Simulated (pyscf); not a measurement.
## H₂C=CH–Ga(OH)–OH, singlet

Gas-phase minimum from PySCF at ωB97X-D3(BJ)/def2-SVP, one conformer. 

```xyz
10

C      1.3050    -0.4201    -0.2539
C      0.0413    -0.2773    -0.6732
Ga    -1.0360     1.2420    -0.1501
O     -0.4741     2.5709     0.9049
O     -2.7177     1.4402    -0.6949
H      1.7893     0.3135     0.4033
H      1.9264    -1.2773    -0.5433
H     -0.3808    -1.0487    -1.3288
H      0.4296     2.5054     1.2289
H     -3.1390     2.2393    -0.3594
```
Charge 0, spin multiplicity 1.

Bonded distances (Å): C1–C2 1.339, C1–H6 1.098, C1–H7 1.098, C2–Ga3 1.935, C2–H8 1.097, Ga3–O4 1.787, Ga3–O5 1.779, O4–H9 0.962, O5–H10 0.964. Bond angles (°): C2–C1–H6 122.2, C2–C1–H7 122.3, H6–C1–H7 115.5, C1–C2–Ga3 121.6, C1–C2–H8 118.4, Ga3–C2–H8 120.0, C2–Ga3–O4 124.6, C2–Ga3–O5 122.1, O4–Ga3–O5 113.3, Ga3–O4–H9 116.3, Ga3–O5–H10 113.5.

Properties at ωB97X-D3(BJ)/def2-SVP:

* **Harmonic wavenumbers, unscaled**: 54, 105, 186, 193, 301, 309, 386, 487, 590, 713, 735, 770, 820, 1008, 1016, 1063, 1273, 1431, 1699, 3139, 3188, 3229, 3916, 3933 cm⁻¹
* **Zero-point energy**: 43.7 kcal/mol
* **Rotational symmetry number**: 1
* **Entropy of this conformer at 298 K and 1 atm, rigid rotor and harmonic oscillator, modes under 100 cm⁻¹ raised to 100**: 355.1 J/(mol K)
* **Dipole moment**: 2.18 D

Single-point totals, which compare only within one level:

```tsv
level	total energy (hartree)
ωB97X-D3(BJ)/def2-TZVP	-2154.68550
PBE/def2-TZVP	-2154.10145
r²SCAN/def2-TZVP	-2154.52763
B3LYP-D3(BJ)/def2-TZVP	-2154.72603
PBE0-D3(BJ)/def2-TZVP	-2154.15178
M06-2X/def2-TZVP	-2154.56641
ωB97M-D3(BJ)/def2-TZVP	-2154.74237
```

Soft torsions are taken as harmonic, which can shift the entropy by several J/(mol K). Elements up to Kr have no core potential and no relativistic terms here.
